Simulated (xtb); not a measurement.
B(F)(NHMe)(OMe) (C2H7BFNO), SMILES CNB(F)OC. All values are semi-empirical tight-binding results from xtb (GFN2-xTB unless named), good for trends rather than for accurate numbers. Coordinates come from a GFN2-xTB optimisation. This is a generated structure with no PubChem entry under its InChIKey; it may be hypothetical. One conformer was computed; it need not be the lowest.

Optimised geometry:

```xyz
13

B     -0.2548     0.0892     0.3299
F     -0.5514    -0.0883     1.6271
N      0.8549    -0.5808    -0.1989
C      1.7419    -1.4694     0.5226
H      1.1041    -0.4704    -1.1684
H      2.7672    -1.0908     0.5053
H      1.7287    -2.4703     0.0834
H      1.4062    -1.5322     1.5542
O     -1.0897     0.9208    -0.3347
C     -0.9512     1.2388    -1.6952
H     -1.0234     0.3433    -2.3206
H     -1.7635     1.9198    -1.9510
H      0.0060     1.7324    -1.8906
```
Charge 0, spin multiplicity 1.

- point group as xtb finds it: Cs
- orbital gap: 6.97 eV
- dipole moment: 4.05 D
- zero-point energy: 63.6 kcal/mol
- G − E(el) at 298.15 K (modified RRHO): 43.6 kcal/mol
- static polarisability (D4 model): 55.6 bohr³
- solvation energy, GFN2-xTB/ALPB(water): -4.7 kcal/mol
- solvation energy, GFN2-xTB/ALPB(toluene): -6.1 kcal/mol

Computed IR lines (harmonic; lines under 4 % of the strongest left out, lines within 3 cm⁻¹ merged):
ν (cm⁻¹): 525 (w), 548 (m), 1060 (m), 1264 (vs), 1294 (s), 1408 (w), 1414 (w), 1461 (vs), 1500 (m), 2924 (w), 2937 (w), 2943 (w), 2964 (w), 2995 (w) (against the strongest line: vs over 80 %, s over 45 %, m over 15 %, w over 4 %, vw less)

Computed atomic charges and the Wiberg bond orders between heavy atoms:
charges (e) B1 0.49, F2 -0.31, N3 -0.29, C4 -0.04, H5 0.16, H6 0.04, H7 0.04, H8 0.07, O9 -0.34, C10 0.03, H11 0.04, H12 0.07, H13 0.04. Bond orders B1–F2 0.97, B1–N3 1.25, N3–C4 1.02, B1–O9 1.13, O9–C10 0.99.
